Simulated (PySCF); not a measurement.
The vertical singlet excitations below were computed for one of the candidates. Theory: TDDFT PBE0/def2-SVPD, vertical, gas phase, core orbitals frozen in the response in PySCF 2.14.0, density-fitted response routines. Geometries: GFN2-xTB, one conformer each.

```json
{"state": "S1", "λ (nm)": "604.1", "f": "0.0003"}
{"state": "S2", "λ (nm)": "510.0", "f": "0.0049"}
{"state": "S3", "λ (nm)": "327.1", "f": "0.0017"}
{"state": "S4", "λ (nm)": "280.5", "f": "0.171"}
{"state": "S5", "λ (nm)": "272.4", "f": "0.104"}
{"state": "S6", "λ (nm)": "264.9", "f": "0.012"}
```

Orbital energies (eV): HOMO-3 -8.94, HOMO-2 -8.26, HOMO-1 -6.98, HOMO -6.88, LUMO -3.31, LUMO+1 -1.43, LUMO+2 -0.69.

Problem. Which structure fits? All have the formula C6H6N2S.
A. `C(C)#Cc1nc(C)sn1`
B. `C#Cc1nsnc1CC`
C. `S=C(c1cnncc1)C`

Solution. C. Its S1, at 2.05 eV, is the lowest among the candidates; the nearest of the others has S1 at 4.80 eV. S1 is HOMO→LUMO (56%), HOMO-1→LUMO (42%). Löwdin shares by element: HOMO nitrogen 44%, sulfur 32%, carbon 5% or more (atoms not listed hold the other 18%); LUMO carbon 33% or more, sulfur 31%, nitrogen 9% or more (atoms not listed hold the other 26%). At the same level the other candidates give, for their lowest levels:
- `C#Cc1nsnc1CC`: 258 nm (f 0.000); 252 nm (f 0.265); 234 nm (f 0.001); 214 nm (f 0.000); 209 nm (f 0.020); T1 3.41 eV; HOMO -7.40, LUMO -1.87 eV
- `CC#Cc1nsc(C)n1`: 253 nm (f 0.201); 251 nm (f 0.000); 240 nm (f 0.001); 229 nm (f 0.000); 215 nm (f 0.002); T1 3.32 eV; HOMO -6.95, LUMO -1.43 eV

Conformer computed: `[CH3:1][C:2](=[S:3])[c:4]1[cH:5][cH:6][n:7][n:8][cH:9]1`: C1–C2–C4–C5 -159°.
Triplets come from the Tamm–Dancoff approximation.
